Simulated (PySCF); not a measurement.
## How methods differ on the ionisation energy of O+

O+ [He] 2s2 2p3 (4S) → O(2+) [He] 2s2 2p2 (3P), as a difference of total energies. Computed with PySCF 2.14 in x2c-TZVPall (5s3p2d1f, 31 functions), with the spin-free X2C one-electron Hamiltonian (Gaussian nucleus). Correlated levels: valence: 1s2 frozen. The calculations carry no spin-orbit coupling.

```tsv
method	ionisation energy (eV)	error (eV)
UHF	34.573	-0.548
MN15	35.133	+0.012
PBE0	35.306	+0.185
MP2 (valence)	35.191	+0.070
SCS-MP2 (valence)	34.939	-0.182
CCSD (valence)	35.014	-0.107
CCSD(T) (valence)	35.021	-0.100
```

Reference: 35.121 eV (measured; NIST Atomic Spectra Database, ionization energies).

Errors of the correlated levels include the incompleteness of this basis and the frozen core.
